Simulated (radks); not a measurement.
Results of a calculation; reference values are marked as such.
How relativity changes the ionisation of the antimony ion Sb2+ ([Kr] 4d10 5s2 5p1) to Sb3+ ([Kr] 4d10 5s2). Spin-unpolarised spherical Kohn-Sham, BLYP, point nucleus unless stated (finite: rms radius 4.6802 fm), a radial shooting solver on a logarithmic mesh with Libxc functionals. A level marked "c x" has the speed of light scaled by that factor and shares open shells by 2j + 1; other Dirac levels either fill j = l - 1/2 first or share by 2j + 1.

level	E(Sb2+) (hartree)	E(Sb3+) (hartree)	IE (eV)	HOMO	<r> HOMO (bohr)
non-rel.	-6315.10697	-6314.21166	24.363	5p	2.526
scalar-rel.	-6481.20708	-6480.30783	24.470	5p	2.504
scalar-rel., finite nucleus	-6481.02473	-6480.12547	24.470	5p	2.504
Dirac, 2j+1 shares	-6483.25358	-6482.35337	24.496	5p3/2	2.531
Dirac, low j first	-6483.27500	-6482.35337	25.079	5p1/2	2.450
Dirac, 2j+1 shares, finite nucleus	-6483.07066	-6482.17044	24.496	5p3/2	2.531
Dirac, c x 2	-6354.99528	-6354.09885	24.393	5p3/2	2.527
Dirac, c x 3	-6332.67212	-6331.77632	24.376	5p3/2	2.526
Dirac, c x 10	-6316.67737	-6315.78202	24.364	5p3/2	2.526

NIST Atomic Spectra Database: 25.324 eV (measured). The relativistic part of the total energy of Sb2+ is -168 hartree (Dirac, 2j+1 shares, finite nucleus), 2.7 % of the non-relativistic value. Spin polarisation and multiplet splitting of open shells are left out at every level.

Beside tabulated values, note that relativity, absent from the non-relativistic runs, is large for the heavy elements, and spin-unpolarised runs miss the spin-polarisation part of the exchange energy of open shells.
